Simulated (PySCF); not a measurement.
# Cd (cadmium, neutral) across methods

[Kr] 4d10 5s1 6s1, 6s spin antiparallel (an excited configuration). Calculation: PySCF 2.14, in aug-cc-pVQZ-PP with ECP28MDF; scalar relativity through the core potential.

```tsv
method	E (hartree)	mean ε 4d β (eV)	mean ε 5s α (eV)	mean ε 6s β (eV)	Σ⟨r²⟩ (bohr²)	⟨S²⟩
UHF	-166.83894	-19.584	-7.647	-7.647	49.76	0.000
M06-2X	-167.6667	-16.215	-6.797	-6.797	49.46	0.000
MN15	-167.3970	-14.670	-7.361	-7.361	48.49	0.000
LC-wPBE	-167.7416	-16.415	-8.552	-8.552	47.97	0.000
PBE0	-167.7298	-13.761	-6.396	-6.396	48.10	0.000
PBE	-167.7443	-11.569	-5.716	-5.716	48.04	0.000
LDA	-167.4508	-11.728	-6.021	-6.021	47.80	0.000
r2SCAN	-167.7893	-12.007	-5.930	-5.930	47.76	0.000
```

Energies and moments cover only the electrons outside the core potential. The outer electron is Rydberg-like, and this basis confines it to a smaller radius and binds it less than a complete one would. With the s spin flipped the determinant is a mixture of two multiplicities, not a spectroscopic state.
